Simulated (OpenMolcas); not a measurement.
Pb2+: effect of the IPEA shift

```yaml
Program: OpenMolcas
Basis: ANO-RCC-VTZP [8s7p5d3f2g]
Scalar_Hamiltonian: DKH2, point nucleus
Active_space: 2 electrons in 8 orbitals (6s 6p 7s 7p)
State_averaging: 2S+1 = 3 even, 3 roots; 2S+1 = 1 even, 7 roots; 2S+1 = 3 odd, 3 roots; 2S+1 = 1 odd, 3 roots
Spin-orbit_coupling: RASSI with atomic mean-field integrals over the reference wave functions, term energies averaged over their components
```

Methods on the same reference wave functions:
A. CASSCF
B. MS-CASPT2, IPEA 0 Eh, imaginary shift 0.1 Eh (closed shells correlated: 5d)
C. MS-CASPT2, IPEA 0.25 Eh, imaginary shift 0.1 Eh (closed shells correlated: 5d)

Energies in cm⁻¹ above 6s² ¹S₀, the measured ground level; measured values from Moore, Atomic Energy Levels, vol. III, NSRDS-NBS 35 (1971 reprint of NBS Circular 467, 1958).

| Level | A | B | C | Measured |
| --- | --- | --- | --- | --- |
| 6s² ¹S₀ | 0.0 | 0.0 | 0.0 | 0.0 |
| 6s 6p ³P°₀ | 56440 | 61900 | 62080 | 60397 |
| 6s 6p ³P°₁ | 60500 | 65500 | 65700 | 64391 |
| 6s 6p ³P°₂ | 71698 | 77160 | 77340 |  |
| 6s 6p ¹P°₁ | 97919 | 92050 | 92610 | 95340 |
| 6p² ³P₀ | 147053 | 151670 | 152110 |  |
| 6p² ³P₁ | 151867 | 156510 | 156950 | 155432 |

Deviations, from unrounded energies. A percentage is the sum of absolute deviations over the sum of measured energies, with the sign that they share, or ± where signs differ.

```csv
Against measurement,Levels,A,B,C
mean absolute deviation (cm-1),4,3500,1700,1800
other configurations (%),4,±3.7,±1.9,±1.9
```

B, C lie about equally close to measurement and A furthest from it. The largest miss of B in the table is 6s 6p ¹P°₁, by -3300 cm-1. The ranking rests on the paired levels alone, and a cruder setting can come out closer through cancelling errors.

Between B and C the level of the table that moves most is 6s 6p ¹P°₁, by 560 cm-1 (lowest in B, highest in C). Moves below CASPT2's spread within the term are not significant.

The lowest spin-free term lies below A's lowest term by 0.398 hartree in B, 0.396 hartree in C.

Over all roots computed the reference weight is 0.84 to 0.93 in B, 0.85 to 0.93 in C; the roots of lowest weight are the least certain, and an intruder state may touch them. The run also gave levels led by 6s 7s, which use shells meant for correlation; these and all levels above them are left out. The ¹D term of p² mixes with s d, which this space lacks. Spin-orbit splittings of 6p shells tend to come out small when the coupling is added on scalar orbitals. Measured partners are found by configuration, term and J. A level has none where our copy of the source lacks it or the pairing is in doubt (some pairs that miss far off the trend of their configuration count as doubtful), and it then counts in no deviation. Only configurations of the active space appear. The table leaves out levels that lie high or whose names do not pair safely across all columns.

° marks odd parity.
